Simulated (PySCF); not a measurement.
PySCF input:

```python
from pyscf import gto, scf, dft

mol = gto.M(
    atom='''
    Si    0.02996385   -0.00070535    0.00895601
    C     1.58871561   -0.78869685   -0.59679367
    C    -1.15720878    0.15694704   -1.43240562
    N    -0.84067727   -0.87512610    1.22006521
    N     0.52359982    1.45402214    0.78489300
    H     2.53600558   -0.70814600   -0.07239243
    H     1.61703824   -1.44919101   -1.45787244
    H    -2.08074869    0.65295379   -1.12611190
    H    -1.42172787   -0.82114243   -1.84405656
    H    -0.71074863    0.74266426   -2.23872344
    H    -1.48185400   -1.60591968    0.95343400
    H    -0.39453765   -1.08861624    2.09926208
    H    -0.14483047    2.02811472    1.27402780
    H     1.29241099    1.99738414    0.42753682
    ''',
    basis='def2-tzvpd',
    charge=0,
    spin=1,
    verbose=4,
)

mf = scf.UHF(mol).density_fit(auxbasis='def2-universal-jkfit')
mf.conv_tol = 1e-9
mf.max_cycle = 100
mf.max_memory = 1500
mf.kernel()
if not mf.converged:
    mf = mf.newton()
    mf.kernel(mf.make_rdm1())
for _ in range(2):
    mo, _, stable, _ = mf.stability(return_status=True)
    if stable:
        break
    mf.kernel(mf.make_rdm1(mo, mf.mo_occ))
mf.analyze()
```

Q: Predict the final energy.

A: -478.94580 Eh (HF/def2-TZVPD).

It need not be the lowest isomer of its formula.
